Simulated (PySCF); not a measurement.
C2F3, charge +1, multiplicity 1.

```xyz
5

F     -1.9483     0.1806     0.0000
C     -0.8821    -0.4292     0.0000
C      0.4605     0.0418     0.0000
F      1.1147     0.0388    -1.0801
F      1.1147     0.0388     1.0801
```
Charge +1, spin multiplicity 1.

Geometry: B3LYP-D3(BJ)/def2-SVP. The spin state was assumed, not searched. The isomer is the one that the SMILES or the coordinates give; other isomers of the formula were not compared.

Method: PBE/pcSseg-2 in PySCF. Non-relativistic, no solvent.

**Question.** Give the absolute GIAO shielding of each atom: isotropic value and principal components (ppm). (The exact figures need the calculation; the answer reports its results.)

**Answer.** 
| atom | σ(iso) | σ11 | σ22 | σ33 | span |
|---|---|---|---|---|---|
| F1 | -528.3 | -1708.4 | -272.5 | 395.9 | 2104.4 |
| C2 | -438.8 | -1282.9 | -51.4 | 18.0 | 1300.9 |
| C3 | -17.9 | -100.7 | -29.5 | 76.5 | 177.2 |
| F4 | 140.0 | -177.2 | 240.9 | 356.2 | 533.4 |
| F5 | 140.0 | -177.2 | 240.9 | 356.2 | 533.4 |
